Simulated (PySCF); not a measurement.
```xyz
19

B     -1.3147     2.3921     0.0732
C     -1.0820     0.8725     0.0246
C     -2.2034     0.0377    -0.0113
C     -2.1012    -1.3694    -0.0614
C     -0.8584    -1.9660    -0.0760
C      0.3285    -1.1816    -0.0403
N      1.5206    -1.8391    -0.0558
C      2.6238    -1.1265    -0.0221
C      2.6399     0.2905     0.0291
C      1.4425     0.9714     0.0449
C      0.2215     0.2473     0.0103
H     -2.4487     2.8054     0.0851
H     -0.4162     3.1952     0.0989
H     -3.1952     0.4961    -0.0004
H     -3.0061    -1.9808    -0.0886
H     -0.7356    -3.0501    -0.1146
H      3.5715    -1.6791    -0.0353
H      3.5929     0.8234     0.0555
H      1.4202     2.0607     0.0842
```

Charge 0, multiplicity 1.

Task: Give the Mulliken and meta-Löwdin atomic charges from M06-2X/def2-TZVP // B3LYP-D3(BJ)/def2-SVP (PySCF).

Result: 
```csv
atom,Mulliken (e),meta-Löwdin (e)
B1,0.02,-0.02
C2,-0.08,-0.11
C3,-0.13,-0.06
C4,-0.13,-0.12
C5,-0.19,-0.08
C6,0.17,0.10
N7,-0.22,-0.26
C8,-0.06,0.02
C9,-0.15,-0.14
C10,-0.19,-0.09
C11,0.06,0.00
H12,0.00,0.01
H13,-0.01,0.00
H14,0.15,0.12
H15,0.15,0.12
H16,0.16,0.13
H17,0.15,0.12
H18,0.15,0.13
H19,0.16,0.13
```
